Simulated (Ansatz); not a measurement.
AgBr2 was relaxed with B3LYP-D4 (def2-TZVP) in Ansatz in these states: charge +1 singlet, neutral doublet, neutral quartet. The geometries follow in no particular order.

In the def2 sets Ag takes a core potential; there is no spin–orbit coupling.

A:

```xyz
3

Ag    0.001    0.000    0.001
Br   -1.638    1.620    0.761
Br    1.637   -1.621   -0.761
```

B:

Cartesian coordinates in Å:
```
Ag 0.000 0.001 -0.001
Br 0.362 1.668 1.689
Br -0.362 -1.669 -1.688
```

C:

Cartesian coordinates in Å:
```
Ag 0.237 -0.224 -0.063
Br 2.319 2.288 1.315
Br -2.555 -2.064 -1.252
```

Question: Judge from the bond lengths which geometry belongs to which state (an estimate).

Answer: A is the neutral doublet (Ag1–Br3 2.426 Å, Ag1–Br2 2.426 Å); B is the charge +1 singlet (Ag1–Br3 2.401 Å, Ag1–Br2 2.401 Å); C is the neutral quartet (Ag1–Br3 3.548 Å, Ag1–Br2 3.543 Å).

A triplet lies near this restricted singlet, and broken spin symmetry wasn't tried. At PBE0-D4/def2-TZVP a triplet lies 1.18 eV below the charge +1 singlet. At PBE0-D4/def2-TZVP a doublet lies 4.21 eV below the neutral quartet. These are the stationary points nearest to one start from a short search; other shapes may lie lower in each state.
